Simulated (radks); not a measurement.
Results of a calculation; reference values are marked as such.
Question: The neon ion Ne3+, [He] 2s2 2p3. Code: a radial shooting solver on a logarithmic mesh with Libxc functionals. Model: non-relativistic Kohn-Sham, r2SCAN, spin-polarised, spherical densities, point nucleus; meta-GGA in the generalised Kohn-Sham scheme. Every spin shell is full or empty, so the densities are truly spherical. Functionals are evaluated on that one density, not self-consistently. Rank these orbital-free kinetic functionals by their error against the exact value of the orbitals, and give that value: Thomas-Fermi, von Weizsacker, TF + vW, TF + vW/9, TF + vW/5, APBEK, revAPBEK, Perdew 92, Thakkar, Pearson, LKT, PG1, Ernzerhof.

Answer: Exact: 124.118 hartree. From best to worst, with 100 (|E| - |E exact|)/|E exact| (equal figures are ties): Perdew 92 -0.14, TF + vW/9 -0.16, Thakkar +0.18, APBEK +0.26, revAPBEK +0.83, Ernzerhof +1.18, Pearson -2.72, TF + vW/5 +6.56, Thomas-Fermi -8.57, von Weizsacker -24.35, PG1 +34.93, LKT +41.48, TF + vW +67.08.
